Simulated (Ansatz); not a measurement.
This geometry of CH$_{4}$BClSi (8 atoms, charge 0, multiplicity 1) is a first-order saddle point.

The calculation used RKS PBE0/def2-SVP (Ansatz 0.2.0).

```xyz
8
Properties=species:S:1:pos:R:3
Si 0.265 1.470 -0.140
C 0.052 -0.185 -0.519
B -0.437 -1.334 0.375
Cl 0.697 -2.340 1.275
H 0.742 2.456 -1.142
H -0.008 2.031 1.207
H 0.289 -0.455 -1.560
H -1.598 -1.643 0.504
```

Q: Which two structures does it join? (They come from a converged band through this point; their orientation in space is the band's.)

A: No bond is made or broken. The dihedral Si1–C2–B3–Cl4 goes from 180 to 0°.

Initial state:

```xyz
8
Properties=species:S:1:pos:R:3
Si 0.101 1.427 -0.228
C 0.319 -0.256 -0.520
B -0.269 -1.211 0.499
Cl -0.119 -2.964 0.323
H 0.604 2.513 -1.112
H -0.629 1.926 0.964
H 0.860 -0.608 -1.404
H -0.867 -0.827 1.478
```

Final state:

```xyz
8
Properties=species:S:1:pos:R:3
Si 0.055 1.419 -0.151
C 0.330 -0.237 -0.538
B -0.145 -1.410 0.301
Cl -1.057 -1.183 1.810
H 0.542 2.531 -1.011
H -0.678 1.887 1.049
H 0.888 -0.447 -1.459
H 0.065 -2.560 -0.002
```

Q: How far does it lie above each of them?

A: 0.49 eV above the first and 0.43 eV above the second. This is the barrier of this one path; another mechanism may lie lower.

The run took 10 min on 1 CPU thread of a shared host.
